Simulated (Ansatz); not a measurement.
The same molecule with X = B, Al, In. Ansatz, PBE0-D4/def2-TZVP geometries, multiplicity 1. Each molecule was computed in one conformer, which needn't be the lowest.

Elements past krypton have def2 core potentials. Scalar relativity is left out up to krypton.

```tsv
X	molecule	mean X–Br bond length / Å	mean X–F bond length / Å	mean X–N bond length / Å	HOMO–LUMO gap (PBE0/def2-TZVPP) / eV	LUMO energy (ωB97M-V/def2-TZVPP) / eV	HOMO energy (PBE/def2-TZVPP) / eV
Al	`[NH2][Al]([F])[Br]`	2.237	1.642	1.746	7.29	0.89	-6.58
In	`[NH2][In]([F])[Br]`	2.437	1.942	2.000	5.95	-0.30	-6.75
```

Problem. Give the row for X = B, `NB(F)Br`. (Estimate.)

Solution. Computed: 
```json
{"X": "B", "molecule": "`NB(F)Br`", "mean X–Br bond length / Å": "1.931", "mean X–F bond length / Å": "1.326", "mean X–N bond length / Å": "1.386", "HOMO–LUMO gap (PBE0/def2-TZVPP) / eV": "8.90", "LUMO energy (ωB97M-V/def2-TZVPP) / eV": "1.93", "HOMO energy (PBE/def2-TZVPP) / eV": "-6.94"}
```

From B to In the mean X–Br bond length rises at each step, by 0.506 Å in all; the mean X–F bond length rises at each step, by 0.616 Å in all; the mean X–N bond length rises at each step, by 0.614 Å in all; the HOMO–LUMO gap (PBE0/def2-TZVPP) falls at each step, by 2.95 eV in all; the LUMO energy (ωB97M-V/def2-TZVPP) falls at each step, by 2.23 eV in all; the HOMO energy (PBE/def2-TZVPP) isn't monotonic: highest at Al, lowest at B. Bonds lengthen as the atom grows down the group.

Spin–orbit coupling is left out; it splits and shifts lone-pair levels of the heavy atoms by tenths of an eV.
